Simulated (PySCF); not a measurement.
Compound: C6H9OP.
Structure used (GFN2-xTB), in Å, numbered top down from 1:
```
atom  x, y, z in Å
C1    -1.7121   -2.0285    0.6115
C2    -0.7641   -1.5431   -0.1693
P3    -0.1000    0.1108    0.1902
O4    -0.6999    0.7777    1.3479
C5    -0.2899    0.9970   -1.3858
C6    -0.9330    2.1505   -1.3916
C7     1.6927   -0.1676    0.3108
C8     2.3270    0.2365    1.3964
H9    -2.1575   -3.0000    0.4666
H10   -2.0712   -1.4386    1.4404
H11   -0.3628   -2.0840   -1.0141
H12    0.1297    0.5524   -2.2766
H13   -1.0889    2.7353   -2.2843
H14   -1.3298    2.5430   -0.4682
H15    2.1907   -0.6576   -0.5132
H16    3.3878    0.1078    1.5430
H17    1.7742    0.7206    2.1863
```

Computed, not measured: PBE0/def2-SVPD in PySCF (dipole) on a GFN2-xTB geometry, gas phase.

Masses are those of the commonest isotopes; rigid-rotor values at the optimised geometry. The values belong to one conformer with, in the numbering `[CH2:1]=[CH:2][P:3](=[O:4])([CH:5]=[CH2:6])[CH:7]=[CH2:8]`, C1–C2–P3–O4 0°, C2–P3–C5–C6 126°, C2–P3–C7–C8 -126°.

Problem. Give the principal moments of inertia and the rotational constants in MHz.

Solution. Ia = 286.06, Ib = 286.23, Ic = 433.72 u·Å²; 505379 MHz·u·Å²/I gives A = 1767, B = 1766, C = 1165 MHz.

Problem. Classify the top.

Solution. An oblate symmetric top, as the point group C3v requires two equal moments; the computed ones differ by 0.06 % because the geometry is symmetric only within the optimiser's tolerance. Ray's parameter κ = (2B − A − C)/(A − C) = 0.996; −1 is the prolate and +1 the oblate limit.

Problem. Is it planar, by Δ = Ic − Ia − Ib?

Solution. Not planar: Δ = Ic − Ia − Ib = -138.58 u·Å². For a rigid frame Δ = −2 Σ m c², so Σ m c² = 69.29 u·Å² lies off the ab plane: 13.92 from hydrogen and 55.37 from heavier atoms. The atom farthest from that plane is 1.79 Å away.

Problem. Give the other two planar moments, Paa and Pbb, and the rms extents of the mass along the axes.

Solution. Paa = Σ m a² = (Ib + Ic − Ia)/2 = 216.95 and Pbb = Σ m b² = (Ia + Ic − Ib)/2 = 216.77 u·Å². With the mass M = 128.04 u, the rms extents √(P/M) along a, b and c are 1.30, 1.30, 0.74 Å.

Problem. Where do the R-branch lines fall?

Solution. The dipole of 3.47 D lies along the symmetry axis, so ΔK = 0 and J+1 ← J falls at 2B(J+1) for every K: 3.53 GHz, 7.06 GHz, 10.60 GHz, 14.13 GHz, 17.66 GHz for J = 0 to 4.

Problem. Estimate the classical rotational partition function at 50 K, 298.15 K and 500 K.

Solution. Point group C3v, symmetry number σ = 3; q = (√π/σ)·√((kT/h)³/(ABC)), k/h = 20836.6 MHz/K: 10400 at 50 K, 152000 at 298.15 K, 330000 at 500 K.

Not checked by GFN2-xTB frequencies. Constants of a rigid frame at the computed geometry: no zero-point averaging, no centrifugal distortion.

The run took 71 s wall (grids of density and orbitals included) on one thread of an Arm Neoverse V1, on a shared host. This is the PBE0/def2-SVPD job that gave the dipole, with the excitations it also computed.
